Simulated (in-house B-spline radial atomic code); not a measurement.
Pb²⁺. Computed with a B-spline radial atomic code. Model: all-electron spherical atom, spin shells full or empty, radial basis limit, no spin-orbit coupling, Breit or QED, empty-state partial waves extrapolated as (l+1/2)^-4, RPA, G0W0 and static COHSEX of the highest shell as one setting changes (uncorrelated shells keep exact exchange).

Without the two-electron picture change, core correlation of heavy ions comes too large.

Given: element Pb; charge 2; filled core Xe; hamiltonian one-electron scalar X2C; mean-field start Hartree-Fock; highest l of empty states 9; nuclear rms radius 5.5012 fm; highest mean-field shell 6s.

Shell: 4f 7 7, 5d 5 5, 6s 1 1 (electrons up and down).

```csv
lowest nl shells left uncorrelated,RPA correlation energy (hartree),G0W0 level (eV),G0W0 minus most complete (meV),COHSEX level (eV),removal by RPA minus most complete (meV)
0,-6.8111,-32.034,0,-33.621,0
1,-6.5659,-32.034,0.1,-33.62,-0.1
2,?,?,?,?,?
3,-5.7372,-32.034,0.2,-33.62,0.4
4,-5.5407,-32.037,-3.5,-33.629,4.2
5,-4.9334,-32.036,-2.2,-33.627,3.5
6,-3.9282,-32.027,7.1,-33.611,-2.3
7,-3.7464,-32.047,-12.6,-33.655,15.7
8,-3.2007,-32.047,-13.5,-33.66,12.8
9,-2.285,-32.02,13.7,-33.618,-25
10,-2.1044,-32.068,-33.6,-33.705,5.2
11,-0.90672,-31.931,103.2,-33.497,-67.2
12,?,?,?,?,?
13,-0.039094,-30.897,1137.4,-31.856,-1289.4
```

(1) What follows for lowest nl shells left uncorrelated = 2?

(2) What follows for lowest nl shells left uncorrelated = 12?

## Answers

(1) RPA correlation energy -6.3526 hartree; G0W0 level -32.035 eV; G0W0 minus most complete -0.7 meV; COHSEX level -33.623 eV; removal by RPA minus most complete 0.9 meV.

(2) RPA correlation energy -0.55763 hartree; G0W0 level -31.881 eV; G0W0 minus most complete 153.2 meV; COHSEX level -33.432 eV; removal by RPA minus most complete -143 meV.
